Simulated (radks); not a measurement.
Question: The argon ion Ar7+, configuration [Ne] 3s1. All-electron calculation, scalar-relativistic Kohn-Sham, exchange-only LDA, spin-polarised, spherical densities, point nucleus; open shells are filled with parallel spins first. Program: a radial shooting solver on a logarithmic mesh with Libxc functionals. Some entries of the table are withheld. Estimate them.

orbital  occ.  eigenvalue (hartree)  <r> (bohr)  <r^2> (bohr^2)
1s up       1                   (1)         (2)        0.009929
1s down     1                   (3)         (4)        0.009929
2s up       1             -15.85839      0.4119          0.2010
2s down     1             -15.83352      0.4111          0.2001
2p up       3                   (5)      0.3723          0.1717
2p down     3                   (6)      0.3714          0.1706
3s up       1              -4.95647       1.154           1.512
3s down     0              -4.71977       1.151           1.509

Answer: 
(1) 1s up eigenvalue (hartree): -119.5775
(2) 1s up <r> (bohr): 0.08592
(3) 1s down eigenvalue (hartree): -119.5598
(4) 1s down <r> (bohr): 0.08592
(5) 2p up eigenvalue (hartree): -13.46499
(6) 2p down eigenvalue (hartree): -13.44110
